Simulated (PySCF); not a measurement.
**Ionisation energy of Ag²⁺ by level of theory**

Ag²⁺ [Kr] 4d9 (2D) → Ag³⁺ [Kr] 4d8 (3F), as a difference of total energies. Calculation: PySCF 2.14, in def2-TZVPPD with the def2 core potential (28 electrons); a scalar-relativistic core potential. Correlated levels: valence: 4s2 4p6 frozen; valence and next inner shell: nothing frozen outside the core potential. The calculations carry no spin-orbit coupling.

Task: Order these methods by the ionisation energy they give, lowest first.
A. SCS-MP2 (valence and next inner shell)
B. BLYP
C. PBE
D. UHF

Result: D (32.980 eV), A (34.571 eV), B (34.882 eV), C (34.977 eV).

The reference lies between the lowest fine-structure levels, while these numbers refer to the centres of the terms.

Errors of the correlated levels include the incompleteness of this basis and the frozen core.

For comparison: 34.8 ± 0.3 eV (semi-empirical (NIST evaluation); NIST Atomic Spectra Database, ionization energies).
